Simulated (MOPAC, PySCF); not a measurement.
CH$_{5}$BN$_{2}$, SMILES `B(CN)=N` (N–B–C–N torsion 0°, B–C–N–H torsion -58°), neutral singlet in the gas phase. 

Cartesian coordinates (Å):
SMILES: N=BCN
```xyz
9

N      2.1224    -0.3143    -0.0351
B      0.9724     0.1413    -0.0937
C     -0.4969     0.6343    -0.1444
N     -1.5136    -0.3877     0.1915
H      3.0524    -0.6544     0.0047
H     -0.7238     1.0270    -1.1391
H     -0.6288     1.4820     0.5332
H     -1.4364    -1.1768    -0.4402
H     -1.3477    -0.7514     1.1231
```
Charge 0, spin multiplicity 1.

All levels are single points at this geometry (B3LYP-D3(BJ)/def2-TZVP); Pople sets use spherical d functions. Orbital energies aren't observables, and empty levels follow the basis.

```csv
level,HOMO (eV),LUMO (eV),gap (eV),dipole (D),"vertical IE, Delta-SCF (eV)"
B3LYP-D3(BJ)/def2-TZVP in PySCF,-6.82,0.16,6.98,0.63,9.46
B3LYP/3-21G in PySCF,-5.74,1.44,7.18,1.39,–
B3LYP/6-311+G** in PySCF,-6.86,-0.41,6.45,0.71,–
B3LYP/6-31G* in PySCF,-6.34,1.18,7.52,0.97,9.15
PBE/6-31G* in PySCF,-5.04,0.44,5.48,1.00,–
HF/6-31G* in PySCF,-10.60,5.10,15.70,0.78,8.37
HF/STO-3G in PySCF,-8.54,10.33,18.87,1.43,–
AM1 in MOPAC,-10.36,1.85,12.21,0.93,–
PM3 in MOPAC,-9.12,2.32,11.43,3.23,–
```
